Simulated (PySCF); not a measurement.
## Electronic absorption of C4H10P2S

C₄H₁₀P₂S.
Bonds: P1–P2, P2–C3, C3–C4, C4–S5, S5–C6, C6–C7, P2–C7. Hydrogens: H8, H9 on P1; H10, H11 on C3; H12, H13 on C4; H14, H15 on C6; H16, H17 on C7.

Computed with TDDFT CAM-B3LYP/def2-SVPD, vertical, gas phase, core orbitals frozen in the response in PySCF 2.14.0, density-fitted response routines. The structure is a single GFN2-xTB conformer in the gas phase; no vibrational or solvent corrections.

**Question.** List the vertical singlet excitations with oscillator strengths and describe the spectrum.

**Answer.** 

```
state  E (eV)  λ (nm)  ν̃ (cm⁻¹)       f  |μ| (D)   main configurations (H = HOMO, L = LUMO)
   S1    5.48   226.3      44180  0.0003     0.13                 H-1→L+1 (43%), H→L+1 (26%)
   S2    5.69   218.0      45880   0.178     2.87                     H→L (77%), H-1→L (10%)
   S3    6.04   205.2      48740   0.034     1.23                 H→L+4 (65%), H-1→L+4 (17%)
   S4    6.08   203.8      49070   0.016     0.84      H-1→L (47%), H→L+2 (14%), H→L+3 (14%)
   S5    6.15   201.6      49600   0.033     1.19    H→L+2 (58%), H-1→L+2 (16%), H-1→L (12%)
   S6    6.24   198.6      50360  0.0008     0.19    H→L+6 (52%), H→L+1 (21%), H-1→L+6 (15%)
   S7    6.54   189.4      52790   0.012     0.69  H-1→L+3 (21%), H-1→L+5 (16%), H→L+5 (16%)
   S8    6.76   183.3      54560   0.029     1.07  H→L+5 (24%), H-1→L+5 (22%), H-1→L+3 (12%)
```

Triplets (Tamm–Dancoff): T1 4.53 eV, H→L (54%), H-1→L (19%); T2 5.05 eV, H-1→L+1 (37%), H→L+1 (22%), H-1→L+8 (9%); T3 5.25 eV, H→L+4 (32%), H→L+6 (17%), H→L+8 (9%).

The lowest singlet comes at 226 nm (529 kJ/mol) in the ultraviolet; it is dark (f under 0.0005); its leading configuration is HOMO-1→LUMO+1 (43%). The strongest level in the table is S2 at 5.69 eV (218 nm, f = 0.178). Löwdin shares by element: HOMO phosphorus 53%, sulfur 21%, carbon 7% or more (atoms not listed hold the other 19%); LUMO phosphorus 46%, sulfur 6%, carbon 5% or more (atoms not listed hold the other 42%). Weighted by f, the mean energy of these states is 5.94 eV. The listed states span 1.29 eV, and the widest gap between neighbours is 0.35 eV (S2 to S3). Of the 8 states listed, 6 reach f = 0.01 and 1 stays under 0.0005. No computed singlet lies in the visible range (380 to 750 nm); the lowest, at 226 nm, stands 2.21 eV above its violet end (3.26 eV). The window holds the lowest 8 singlets.
